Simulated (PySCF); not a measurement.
PySCF input (TPSSh/def2-TZVPD):

```python
from pyscf import gto, scf, dft

mol = gto.M(
    atom='''
    Sn   -0.00000000   -0.00000000   -0.27417323
    O     0.00000000    0.00000000    1.71358267
    ''',
    basis='def2-tzvpd',
    ecp='def2-tzvp',
    charge=1,
    spin=1,
    symmetry='C2v',
    verbose=4,
)

mf = dft.UKS(mol, xc='tpssh').density_fit(auxbasis='def2-universal-jkfit')
mf.grids.level = 3
mf.conv_tol = 1e-9
mf.max_cycle = 100
mf.max_memory = 1500
mf.kernel()
if not mf.converged:
    mf = mf.newton()
    mf.kernel(mf.make_rdm1())
mf.analyze()
```

End of the output:

```
Extra cycle  E= -289.128553619873  delta_E= 7.09e-11  |g|= 1.4e-05  |ddm|= 1.47e-05
converged SCF energy = -289.128553619873  <S^2> = 0.75659452  2S+1 = 2.0065837
**** SCF Summaries ****
Total Energy =                        -289.128553619873173
Nuclear Repulsion Energy =              46.854439784039883
One-electron Energy =                 -565.074072207223480
Two-electron Energy =                  229.091078803310467
Two-electron Coulomb Energy =          255.346814375329700
DFT Exchange-Correlation Energy =      -26.255735572019226
HOMO-LUMO gap [eV] =                     2.491225886300463
Wave-function symmetry = B2
alpha occupancy for each irrep:     A1   A2   B1   B2
                                     8    1    3    3
beta  occupancy for each irrep:     A1   A2   B1   B2
                                     8    1    3    2
**** MO energy ****
alpha MO #1 (A1 #1), energy= -19.3479311513598 occ= 1
alpha MO #2 (A1 #2), energy= -5.33061033521226 occ= 1
alpha MO #3 (B2 #1), energy= -3.68904119221387 occ= 1
alpha MO #4 (B1 #1), energy= -3.68587819899123 occ= 1
alpha MO #5 (A1 #3), energy= -3.67505534867447 occ= 1
alpha MO #6 (A1 #4), energy= -1.29556593180283 occ= 1
alpha MO #7 (A2 #1), energy= -1.29319994828396 occ= 1
alpha MO #8 (A1 #5), energy= -1.29260986453736 occ= 1
alpha MO #9 (B2 #2), energy= -1.28507226425224 occ= 1
alpha MO #10 (B1 #2), energy= -1.28165541664344 occ= 1
alpha MO #11 (A1 #6), energy= -1.15773673738835 occ= 1
alpha MO #12 (A1 #7), energy= -0.690592646153981 occ= 1
alpha MO #13 (B2 #3), energy= -0.61837645277168 occ= 1
alpha MO #14 (B1 #3), energy= -0.549212310690969 occ= 1
alpha MO #15 (A1 #8), energy= -0.540935555565486 occ= 1
alpha MO #16 (B2 #4), energy= -0.356586067003045 occ= 0
alpha MO #17 (B1 #4), energy= -0.347402971419354 occ= 0
alpha MO #18 (A1 #9), energy= -0.246957082619847 occ= 0
alpha MO #19 (A1 #10), energy= -0.142551949951326 occ= 0
alpha MO #20 (A2 #2), energy= -0.10363738026259 occ= 0
alpha MO #21 (A1 #11), energy= -0.103544503282375 occ= 0
alpha MO #22 (B2 #5), energy= -0.0861453936739389 occ= 0
alpha MO #23 (B1 #5), energy= -0.0812530075711013 occ= 0
alpha MO #24 (B2 #6), energy= -0.0710459442521629 occ= 0
alpha MO #25 (A1 #12), energy= -0.0690156638558079 occ= 0
alpha MO #26 (B1 #6), energy= -0.0674413290781981 occ= 0
alpha MO #27 (A1 #13), energy= -0.0494651099710204 occ= 0
alpha MO #28 (A1 #14), energy= 0.0119029307261975 occ= 0
alpha MO #29 (B2 #7), energy= 0.0165903098148972 occ= 0
alpha MO #30 (B1 #7), energy= 0.0203420069730949 occ= 0
alpha MO #31 (A1 #15), energy= 0.0707315319154863 occ= 0
alpha MO #32 (A2 #3), energy= 0.0729372359478948 occ= 0
alpha MO #33 (A1 #16), energy= 0.0733325065058282 occ= 0
alpha MO #34 (B2 #8), energy= 0.0847745684576604 occ= 0
alpha MO #35 (B1 #8), energy= 0.0903003572285379 occ= 0
alpha MO #36 (A1 #17), energy= 0.133557199726472 occ= 0
alpha MO #37 (A1 #18), energy= 0.180636533580099 occ= 0
alpha MO #38 (A2 #4), energy= 0.183274583972315 occ= 0
alpha MO #39 (A1 #19), energy= 0.183660709877807 occ= 0
alpha MO #40 (B2 #9), energy= 0.308419942504683 occ= 0
alpha MO #41 (B1 #9), energy= 0.318162100019726 occ= 0
alpha MO #42 (A1 #20), energy= 0.338134772093536 occ= 0
alpha MO #43 (B2 #10), energy= 0.393280993202245 occ= 0
alpha MO #44 (B1 #10), energy= 0.413947022037013 occ= 0
alpha MO #45 (B2 #11), energy= 0.45025501955655 occ= 0
alpha MO #46 (B1 #11), energy= 0.450258821158296 occ= 0
alpha MO #47 (B2 #12), energy= 0.473345881420261 occ= 0
alpha MO #48 (B1 #12), energy= 0.480467509273804 occ= 0
alpha MO #49 (A1 #21), energy= 0.507096322155956 occ= 0
alpha MO #50 (A2 #5), energy= 0.526998908332164 occ= 0
alpha MO #51 (A1 #22), energy= 0.527192184441702 occ= 0
alpha MO #52 (A1 #23), energy= 0.64863956883962 occ= 0
alpha MO #53 (B2 #13), energy= 0.730941522875908 occ= 0
alpha MO #54 (A1 #24), energy= 0.737826466347702 occ= 0
alpha MO #55 (B1 #13), energy= 0.741296581626179 occ= 0
alpha MO #56 (A1 #25), energy= 0.812984899980385 occ= 0
alpha MO #57 (B2 #14), energy= 0.898808247416412 occ= 0
alpha MO #58 (A2 #6), energy= 0.900589674899327 occ= 0
alpha MO #59 (A1 #26), energy= 0.900611470435678 occ= 0
alpha MO #60 (B1 #14), energy= 0.904620881166148 occ= 0
alpha MO #61 (A1 #27), energy= 0.992088866884586 occ= 0
alpha MO #62 (A2 #7), energy= 1.4335718037222 occ= 0
alpha MO #63 (A1 #28), energy= 1.43411980498406 occ= 0
alpha MO #64 (B2 #15), energy= 1.54789503729768 occ= 0
alpha MO #65 (B1 #15), energy= 1.58654484745949 occ= 0
alpha MO #66 (A1 #29), energy= 1.88112561857148 occ= 0
alpha MO #67 (B2 #16), energy= 1.94349108461798 occ= 0
alpha MO #68 (B1 #16), energy= 1.94349170582311 occ= 0
alpha MO #69 (A2 #8), energy= 1.98477034526251 occ= 0
alpha MO #70 (A1 #30), energy= 1.98483988420433 occ= 0
alpha MO #71 (B2 #17), energy= 2.11613262083151 occ= 0
alpha MO #72 (B1 #17), energy= 2.12144429764195 occ= 0
alpha MO #73 (A1 #31), energy= 2.12644986202933 occ= 0
alpha MO #74 (B2 #18), energy= 2.40524326953734 occ= 0
alpha MO #75 (B1 #18), energy= 2.45945035699491 occ= 0
alpha MO #76 (A1 #32), energy= 2.72359974248065 occ= 0
alpha MO #77 (A1 #33), energy= 2.93841104938507 occ= 0
alpha MO #78 (A1 #34), energy= 3.05374583637904 occ= 0
alpha MO #79 (B2 #19), energy= 4.87745772638938 occ= 0
alpha MO #80 (B1 #19), energy= 4.8782123873565 occ= 0
alpha MO #81 (A1 #35), energy= 4.89801705254942 occ= 0
alpha MO #82 (A2 #9), energy= 4.90195004702761 occ= 0
alpha MO #83 (B2 #20), energy= 4.96709272177327 occ= 0
alpha MO #84 (B1 #20), energy= 5.01364376082006 occ= 0
alpha MO #85 (A1 #36), energy= 5.09450737055615 occ= 0
alpha MO #86 (A1 #37), energy= 6.05446545183977 occ= 0
alpha MO #87 (A2 #10), energy= 6.05596498273133 occ= 0
alpha MO #88 (B2 #21), energy= 6.12959397735389 occ= 0
alpha MO #89 (B1 #21), energy= 6.18677035335818 occ= 0
alpha MO #90 (A1 #38), energy= 6.44896173754625 occ= 0
alpha MO #91 (A1 #39), energy= 35.8600326354221 occ= 0
alpha MO #92 (B2 #22), energy= 36.4294858198096 occ= 0
alpha MO #93 (B1 #22), energy= 36.4308147860307 occ= 0
alpha MO #94 (A1 #40), energy= 36.6918768230493 occ= 0
alpha MO #95 (A1 #41), energy= 43.2051622035112 occ= 0
alpha MO #96 (A1 #42), energy= 113.219156220371 occ= 0
beta  MO #1 (A1 #1), energy= -19.3213969230425 occ= 1
beta  MO #2 (A1 #2), energy= -5.33051673506915 occ= 1
beta  MO #3 (B2 #1), energy= -3.68860258426835 occ= 1
beta  MO #4 (B1 #1), energy= -3.6860089799205 occ= 1
beta  MO #5 (A1 #3), energy= -3.67508818297626 occ= 1
beta  MO #6 (A1 #4), energy= -1.29355588678261 occ= 1
[...]
```
